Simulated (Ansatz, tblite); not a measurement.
Spin states of KF2⁻, each relaxed with PBE-D4/def2-TZVPD in Ansatz. Electronic energies in the gas phase.

The xTB rows come from tblite. HSE06 is defined as in plane-wave codes, on full-range PBE exchange. Correlated methods freeze 7 core orbitals; core or outer-core shells of K are correlated, in sets that lack core-valence functions. HOMO above LUMO, or a gap near zero within one spin, warns that the state may not be the lowest or that an electron is smeared out. In the quintet geometry the species has come apart into loosely held pieces. The structure comes from a short search, and lower isomers may exist.

Singlet geometry (D∞h within 0.1 Å):

```xyz
3

K    -0.0031   -0.0012   -0.0019
F    -1.4833    1.3897    1.2802
F     1.4864   -1.3885   -1.2784
```

Triplet geometry:

```xyz
3

K    -0.026   -0.139   -0.054
F     1.876    0.310   -1.455
F    -1.850   -0.171    1.509
```

Quintet geometry (D∞h within 0.1 Å):

```tsv
atom	x (Å)	y (Å)	z (Å)
K1	-0.003	-0.002	0.002
F2	-2.234	-0.179	-2.767
F3	2.236	0.180	2.765
```

⟨S²⟩: triplet 2.01 at PBE0-D4/def2-TZVPD (pure 2.00), quintet 6.00 at PBE0-D4/def2-TZVPD (pure 6.00).

Only these spin states were relaxed. The quintet has fallen apart into loose fragments. The quintet has other bonds than the singlet, so the gap mixes isomer and spin.

```
                 level  triplet − singlet (kcal/mol)  quintet − singlet (kcal/mol)  lowest of these                                                                                                                                 remarks
              GFN1-xTB                         140.8                         353.9          singlet                                                                                                                                       –
         HF/def2-TZVPD                          83.5                         154.0          singlet                                                                                                               HOMO above zero (quintet)
        HF/def2-TZVPPD                          83.5                         154.0          singlet                                                                                                               HOMO above zero (quintet)
LDA (SPW92)/def2-TZVPD                          98.8                         280.3          singlet  HOMO above zero (quintet), HOMO above zero (triplet), gap within one spin near zero (quintet), gap within one spin near zero (triplet)
    PBE0-D4/def2-TZVPD                         104.8                         236.0          singlet                                                                                    HOMO above zero (quintet), HOMO above zero (triplet)
 r2SCAN0-D4/def2-TZVPD                         108.5                         232.3          singlet                                                                                    HOMO above zero (quintet), HOMO above zero (triplet)
   HSE06-D4/def2-TZVPD                         103.4                         235.8          singlet                                                                                    HOMO above zero (quintet), HOMO above zero (triplet)
    ωB97M-V/def2-TZVPD                         128.2                         255.4          singlet                                                                                    HOMO above zero (quintet), HOMO above zero (triplet)
    RPA@PBE/def2-TZVPD                          77.5                         228.8          singlet                                                                                                                                       –
       MP2/def2-TZVPPD                         134.1                         257.7          singlet                                                                                                               HOMO above zero (quintet)
      CCSD/def2-TZVPPD                         123.4                         236.1          singlet                                                                                                               HOMO above zero (quintet)
   CCSD(T)/def2-TZVPPD                         126.2                         242.3          singlet                                                                                                               HOMO above zero (quintet)
```

The xTB methods have no term that favours high spin, so they put low spin too low.
